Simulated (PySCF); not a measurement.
Geometries of 3 isomers of C2H8Si2, from PBE0-D3(BJ)/def2-SVP geometry optimisation, gas phase in PySCF. One conformer each, no zero-point energy, no frequencies.

Task: Which isomer lies lowest at this level?
A.
```xyz
12
angstrom
C      0.258    0.397    1.284
Si     1.288   -0.245   -0.187
C     -0.257   -0.392   -1.294
Si    -1.288    0.241    0.180
H      0.497    1.422    1.607
H      0.264   -0.252    2.173
H      2.304    0.732   -0.689
H      1.966   -1.552    0.077
H     -0.260    0.265   -2.177
H     -0.497   -1.414   -1.627
H     -1.979    1.542   -0.080
H     -2.293   -0.746    0.683
```
B.
```xyz
12
angstrom
C     -1.797    0.570    0.454
C     -1.369   -0.695    0.379
Si     0.424   -1.202    0.165
Si     1.801    0.672   -0.146
H     -1.112    1.424    0.393
H     -2.856    0.818    0.582
H     -2.119   -1.495    0.448
H      0.557   -2.115   -1.016
H      0.892   -1.976    1.360
H      1.661    1.631    0.994
H      1.437    1.387   -1.409
H      3.232    0.245   -0.232
```
C.
```xyz
12
angstrom
Si     1.712   -0.684   -0.340
C      0.725    0.907   -0.456
C     -0.559    1.081   -0.093
Si    -1.748   -0.219    0.575
H      3.039   -0.400    0.289
H      1.958   -1.264   -1.697
H      0.980   -1.685    0.493
H      1.267    1.784   -0.841
H     -0.981    2.091   -0.204
H     -1.684   -1.483   -0.219
H     -3.134    0.331    0.488
H     -1.458   -0.542    2.006
```

Result: A. That is `C1[SiH2]C[SiH2]1`, 25.2 kcal/mol below the next.

| SMILES | atoms numbered as above | E (Eh) | relative (kcal/mol) | relative (kJ/mol) | dipole (D) |
| --- | --- | --- | --- | --- | --- |
| C1[SiH2]C[SiH2]1 | [CH2:1]1[SiH2:2][CH2:3][SiH2:4]1 | -659.43278 | 0.0 | 0.0 | 0.01 |
| C=C[SiH2][SiH3] | [CH2:1]=[CH:2][SiH2:3][SiH3:4] | -659.39262 | 25.2 | 105.4 | 0.82 |
| [SiH3]/C=C\[SiH3] | [SiH3:1]/[CH:2]=[CH:3]\[SiH3:4] | -659.38505 | 30.0 | 125.3 | 0.77 |

As drawn, the lowest has a four-membered ring, which the highest lacks; the highest has a C=C bond outside aromatic rings, which the lowest lacks.
